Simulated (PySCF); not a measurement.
PySCF job for TeF₃, SMILES F[Te](F)F, multiplicity 2, TDA-PBE/def2-SVPD. Geometry: B3LYP-D3(BJ)/def2-SVP. The spin state was assumed, not searched. The isomer is the one that the SMILES or the coordinates give; other isomers of the formula were not compared. The def2 effective core potentials stand for the cores of Te; spin–orbit coupling is left out.

```python
import numpy as np
from pyscf import gto, scf, dft, tdscf

mol = gto.M(
    atom='''
    Te   -0.00000000    0.00000000    0.25614755
    F     0.00000000    1.97176338    0.08979564
    F     0.00000000   -1.97176338    0.08979563
    F    -0.00000000    0.00000000   -1.65955490
    ''',
    basis='def2-SVPD',
    ecp={'Te': 'def2-svp'},
    charge=0,
    spin=1,
    max_memory=1600,
    verbose=4,
)
mf = dft.UKS(mol, xc='pbe').density_fit(auxbasis='def2-universal-jkfit')
mf.grids.level = 3
mf.conv_tol = 1e-9
mf.max_cycle = 100
mf.kernel()
fine, coarse = mf.grids, dft.Grids(mol).set(level=1).build(with_non0tab=True)
for _ in range(3):  # follow internal instabilities
    mf.grids = coarse
    mo, _, stable, _ = mf.stability(return_status=True, nroots=4)
    mf.grids = fine
    if stable:
        break
    mf.kernel(mf.make_rdm1(mo, mf.mo_occ))
mf.grids = dft.Grids(mol).set(level=1).build(with_non0tab=True)  # coarser grid for the response kernel
td = tdscf.TDA(mf)
td.nstates = 10
td.conv_tol = 1e-4
td.positive_eig_threshold = 1e-6
td.kernel(x0=td.get_init_guess(mf, 15))
td.analyze(verbose=3)
```

Program output:

```
PySCF version 2.14.0

[INPUT] verbose = 4
[INPUT] num. atoms = 4
[INPUT] num. electrons = 51
[INPUT] charge = 0
[INPUT] spin (= nelec alpha-beta = 2S) = 1
[INPUT] symmetry False subgroup None
[INPUT] Mole.unit = angstrom
[INPUT] Symbol           X                Y                Z      unit          X                Y                Z       unit  Magmom
[INPUT]  1 Te     0.000000000000   0.000000000000   0.256147550000 AA    0.000000000000   0.000000000000   0.484048716978 Bohr   0.0
[INPUT]  2 F      0.000000000000   1.971763380000   0.089795640000 AA    0.000000000000   3.726092770647   0.169689166780 Bohr   0.0
[INPUT]  3 F      0.000000000000  -1.971763380000   0.089795630000 AA    0.000000000000  -3.726092770647   0.169689147883 Bohr   0.0
[INPUT]  4 F      0.000000000000   0.000000000000  -1.659554900000 AA    0.000000000000   0.000000000000  -3.136104249680 Bohr   0.0

nuclear repulsion = 218.586488533379
number of shells = 40
number of NR pGTOs = 169
number of NR cGTOs = 104
basis = def2-SVPD
ecp = {'Te': 'def2-svp'}


[settings echo left out]
init E= -539.156302436224
  alpha nocc = 26  HOMO = -0.843084324550135  LUMO = -0.783284672218294
  beta  nocc = 25  HOMO = -0.855627984925817  LUMO = -0.843084324550134

WARN: HOMO -0.843084324550135 >= LUMO -0.843084324550134

cycle= 1 E= -564.877368473843  delta_E= -25.7  |g|= 2.38  |ddm|= 7.32
  alpha nocc = 26  HOMO = 0.00746879685864987  LUMO = 0.0192528715016285
  beta  nocc = 25  HOMO = -0.0349975147665376  LUMO = 0.009825469855815
  HOMO = 0.00746879685865  LUMO = 0.00982546985582  gap/eV = 0.06413
cycle= 2 E= -563.099441032876  delta_E= 1.78  |g|= 2.95  |ddm|= 8.17
  alpha nocc = 26  HOMO = -0.237843890421477  LUMO = -0.12976410301798
  beta  nocc = 25  HOMO = -0.30831620647409  LUMO = -0.22722582441185
  HOMO = -0.237843890421  LUMO = -0.227225824412  gap/eV = 0.28893
cycle= 3 E= -566.940670296262  delta_E= -3.84  |g|= 0.594  |ddm|= 5.09
  alpha nocc = 26  HOMO = -0.296923747381651  LUMO = -0.190238041815213
  beta  nocc = 25  HOMO = -0.394461151252042  LUMO = -0.270832228672642
  HOMO = -0.296923747382  LUMO = -0.270832228673  gap/eV = 0.70999
cycle= 4 E= -566.952590962479  delta_E= -0.0119  |g|= 0.542  |ddm|= 0.835
  alpha nocc = 26  HOMO = -0.255147741225304  LUMO = -0.131300691441236
  beta  nocc = 25  HOMO = -0.329728606589448  LUMO = -0.21939386824512
  HOMO = -0.255147741225  LUMO = -0.219393868245  gap/eV = 0.97291
cycle= 5 E= -567.051054763549  delta_E= -0.0985  |g|= 0.132  |ddm|= 0.483
  alpha nocc = 26  HOMO = -0.252807815509446  LUMO = -0.132762141697775
  beta  nocc = 25  HOMO = -0.319771415582565  LUMO = -0.216080276710429
  HOMO = -0.252807815509  LUMO = -0.21608027671  gap/eV = 0.99941
cycle= 6 E= -567.056984409508  delta_E= -0.00593  |g|= 0.0375  |ddm|= 0.117
  alpha nocc = 26  HOMO = -0.254084007016051  LUMO = -0.132250753848417
  beta  nocc = 25  HOMO = -0.323491004348128  LUMO = -0.215700823906932
  HOMO = -0.254084007016  LUMO = -0.215700823907  gap/eV = 1.04446
cycle= 7 E= -567.057539914275  delta_E= -0.000556  |g|= 0.00474  |ddm|= 0.0356
  alpha nocc = 26  HOMO = -0.25437403050239  LUMO = -0.132491426957881
  beta  nocc = 25  HOMO = -0.323405206568854  LUMO = -0.215743885776188
  HOMO = -0.254374030502  LUMO = -0.215743885776  gap/eV = 1.05118
cycle= 8 E= -567.057549537708  delta_E= -9.62e-06  |g|= 0.00102  |ddm|= 0.00574
  alpha nocc = 26  HOMO = -0.254389467269799  LUMO = -0.132515146593722
  beta  nocc = 25  HOMO = -0.323328444254409  LUMO = -0.21569169253732
  HOMO = -0.25438946727  LUMO = -0.215691692537  gap/eV = 1.05302
cycle= 9 E= -567.057550080915  delta_E= -5.43e-07  |g|= 0.000327  |ddm|= 0.00184
  alpha nocc = 26  HOMO = -0.254399667518499  LUMO = -0.132514836533158
  beta  nocc = 25  HOMO = -0.323342131002562  LUMO = -0.215689797835918
  HOMO = -0.254399667518  LUMO = -0.215689797836  gap/eV = 1.05335
cycle= 10 E= -567.057550149432  delta_E= -6.85e-08  |g|= 7.64e-05  |ddm|= 0.000554
  alpha nocc = 26  HOMO = -0.254396415742324  LUMO = -0.13251001857903
  beta  nocc = 25  HOMO = -0.323347629035628  LUMO = -0.215685101724166
  HOMO = -0.254396415742  LUMO = -0.215685101724  gap/eV = 1.05339
cycle= 11 E= -567.057550152133  delta_E= -2.7e-09  |g|= 1.2e-05  |ddm|= 8.7e-05
  alpha nocc = 26  HOMO = -0.254397437672935  LUMO = -0.132511272324681
  beta  nocc = 25  HOMO = -0.323349031728716  LUMO = -0.215687421911095
  HOMO = -0.254397437673  LUMO = -0.215687421911  gap/eV = 1.05335
cycle= 12 E= -567.057550152201  delta_E= -6.83e-11  |g|= 4.72e-06  |ddm|= 1.83e-05
  alpha nocc = 26  HOMO = -0.254396807177109  LUMO = -0.132511174235344
  beta  nocc = 25  HOMO = -0.323348516386659  LUMO = -0.215686870007186
  HOMO = -0.254396807177  LUMO = -0.215686870007  gap/eV = 1.05335
Extra cycle  E= -567.057550152131  delta_E= 6.97e-11  |g|= 1.44e-05  |ddm|= 1.6e-05
converged SCF energy = -567.057550152131  <S^2> = 0.7517066  2S+1 = 2.0017059
tot grids = 23928
uhf_internal: lowest eigs of H = [0.71309005 0.72199248 0.73201043 0.73690644]
<class 'pyscf.df.df_jk.DFUKS'> wavefunction is stable in the internal stability analysis
tot grids = 23928
Overwritten attributes  positive_eig_threshold  of <class 'pyscf.tdscf.uks.TDA'>


******** <class 'pyscf.tdscf.uks.TDA'> for <class 'pyscf.df.df_jk.DFUKS'> ********
nstates = 10
deg_eia_thresh = 1.000e-03
wfnsym = None
conv_tol = 0.0001
eigh lindep = 1e-12
eigh level_shift = 0
eigh max_cycle = 100


Excitation energies (eV)
[2.93875994 3.14818436 3.51153615 3.95602847 4.14214096 4.27464275
 4.70696792 4.85274286 5.04482869 5.33472275]

** Excitation energies and oscillator strengths **
Excited State   1:      2.93876 eV    421.89 nm  f=0.0013
Excited State   2:      3.14818 eV    393.83 nm  f=0.0075
Excited State   3:      3.51154 eV    353.08 nm  f=0.0000
Excited State   4:      3.95603 eV    313.41 nm  f=0.0008
Excited State   5:      4.14214 eV    299.32 nm  f=0.0256
Excited State   6:      4.27464 eV    290.05 nm  f=0.0014
Excited State   7:      4.70697 eV    263.41 nm  f=0.0000
Excited State   8:      4.85274 eV    255.49 nm  f=0.0002
Excited State   9:      5.04483 eV    245.76 nm  f=0.0000
Excited State  10:      5.33472 eV    232.41 nm  f=0.0003
```

Self-consistency was reached.
